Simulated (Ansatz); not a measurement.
PBE exchange is replaced step by step with exact exchange (0 % is PBE, 25 % PBE0; no dispersion term), basis def2-TZVP, Ansatz. System: [Li(H2O)4]+ (LiO4H8⁺). The state is a singlet with charge 1. Geometry: r2SCAN-D4/def2-SVP.

Geometry of the singlet:

```xyz
13

Li   -0.001   -0.002   -0.002
O    -1.598   -0.223   -1.057
H    -2.031   -1.063   -1.262
H    -2.182    0.455   -1.422
O    -0.305    1.410    1.273
H     0.293    2.148    1.451
H    -1.094    1.592    1.801
O     1.486    0.453   -1.140
H     2.433    0.380   -0.957
H     1.430    0.722   -2.067
O     0.418   -1.639    0.923
H     0.835   -2.443    0.585
H     0.317   -1.790    1.873
```

```json
{"exact exchange (%)": "0", "HOMO (eV)": "-11.87", "LUMO (eV)": "-4.94", "gap (eV)": "6.94"}
{"exact exchange (%)": "5", "HOMO (eV)": "-12.25", "LUMO (eV)": "-4.77", "gap (eV)": "7.47"}
{"exact exchange (%)": "10", "HOMO (eV)": "-12.62", "LUMO (eV)": "-4.61", "gap (eV)": "8.01"}
{"exact exchange (%)": "15", "HOMO (eV)": "-13.00", "LUMO (eV)": "-4.46", "gap (eV)": "8.54"}
{"exact exchange (%)": "25", "HOMO (eV)": "-13.76", "LUMO (eV)": "-4.15", "gap (eV)": "9.61"}
{"exact exchange (%)": "35", "HOMO (eV)": "-14.52", "LUMO (eV)": "-3.85", "gap (eV)": "10.67"}
{"exact exchange (%)": "50", "HOMO (eV)": "-15.68", "LUMO (eV)": "-3.42", "gap (eV)": "12.25"}
```
